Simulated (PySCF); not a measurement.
**C₆ coefficients of unlike pairs at M06-2X**

Calculated with PySCF 2.14 from the dipole response of each species, C₆(A,B) = (3/π) ∫ α_A(iu) α_B(iu) du, in atomic units, from isotropic polarisabilities. For ions this is the dispersion term alone; charge-induced terms of lower order in 1/R come first.

| species | configuration | basis | relativity | α (bohr³) | C₆ (like pair) |
| --- | --- | --- | --- | --- | --- |
| Pb | [Xe] 4f14 5d10 6s2 6p2 (3P) | aug-cc-pwCVDZ-PP with ECP60MDF (6s5p4d1f) | core potential | 58.18 | 655.2 |
| Be | [He] 2s2 (1S) | aug-cc-pVQZ with one added diffuse shell each of s, p, d, f, g type (7s6p5d4f3g) | none | 43.20 | 244.0 |
| Te⁺ | [Kr] 4d10 5s2 5p3 (4S) | aug-cc-pVQZ-PP with one added diffuse shell each of s, p, d, f, g type with ECP28MDF (8s8p6d4f3g) | core potential | 20.88 | 166.8 |
| Mn | [Ar] 3d5 4s2 (6S) | aug-cc-pVQZ (9s8p6d4f3g2h) | none | 65.39 | 579.6 |

Task: Estimate C₆ for Be with Pb.

Result: The integral gives 387.7. The combination rule 2 C_A C_B / (C_A α_B/α_A + C_B α_A/α_B) gives 392.3 and the geometric mean 399.9.

No spin-orbit coupling is included, so Pb, close to jj coupling, stand for model states.

The other pairs:

| pair | C₆ |
| --- | --- |
| Mn, Be | 374.9 |
| Te⁺, Pb | 319.0 |
| Mn, Te⁺ | 280.9 |
| Mn, Pb | 606.1 |
| Te⁺, Be | 176.2 |
